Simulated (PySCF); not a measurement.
# Relaxation of doublet MoN(OH)₂

Computed with PySCF, UPBE0, basis Mo def2-TZVP with ECP28, N def2-TZVP, O def2-TZVP, H def2-TZVP (scalar-relativistic core potentials, no spin–orbit coupling, density fitting). A (50,194) grid was used.

A hand-made trigonal pyramidal (heavy-atom frame) start, with no symmetry imposed:

Coordinates in bohr (charge 0 multiplicity 2):
```
Mo    0.1081   -0.0096   -0.5772
N     3.1281   -0.0096    1.0285
O    -1.5688    2.8949    1.2059
O    -1.5688   -2.9141    1.2059
H    -0.8800    4.4813    1.7534
H    -3.2872   -3.1108    1.7534
```

(1) What forces act on the atoms at the start (eV/Å)?

(2) What does it relax to?

(3) How much energy is released, and in how many steps?

Answers

(1) 
```json
{"atom": "Mo1", "Fx": "3.70", "Fy": "0.25", "Fz": "7.72"}
{"atom": "N2", "Fx": "-5.65", "Fy": "-0.12", "Fz": "-3.96"}
{"atom": "O3", "Fx": "0.26", "Fy": "-1.38", "Fz": "-1.95"}
{"atom": "O4", "Fx": "1.32", "Fy": "1.07", "Fz": "-1.67"}
{"atom": "H5", "Fx": "0.39", "Fy": "-0.30", "Fz": "0.01"}
{"atom": "H6", "Fx": "-0.03", "Fy": "0.50", "Fz": "-0.15"}
```

(2) It ends at C1 with Mo–N 1.623 Å, Mo–O 1.887 Å, Mo–O 1.898 Å, O–H 0.960 Å (×2); H–O–Mo 124.0° (×2), N–Mo–O 107.7°, N–Mo–O 110.3°, O–Mo–O 129.3° (after a last refinement on a finer grid). A frequency run shows a minimum. Other isomers or separated fragments may lie lower.

(3) 182.2 kJ/mol in 12 steps.

Other spin states or occupations of the open shell can lie lower.

The relaxation took 62 s on 4 threads of a shared Arm Neoverse V2 host, with 145 basis functions and 14 gradients; the process peaked at 1.1 GiB. Launch command: `OMP_NUM_THREADS=4 python axn.py task.json out`.
